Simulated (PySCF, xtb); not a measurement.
C5H7BO, SMILES C#CB1OC[C@@H]1C.

GFN2-xTB (xtb) at its own geometry gives an orbital gap of 4.08 eV and a dipole moment of 1.29 D.

Geometry: PBE0-D3(BJ)/def2-SVP. The structure was generated by enumeration; whether it is a known compound was not checked.

### Question
What does PySCF with M06-2X/def2-TZVP give? (An estimate is asked for; the answer gives what the named calculation found.)

### Answer
gap 8.85 eV (levels -9.07 and -0.22 eV), dipole 1.57 D.
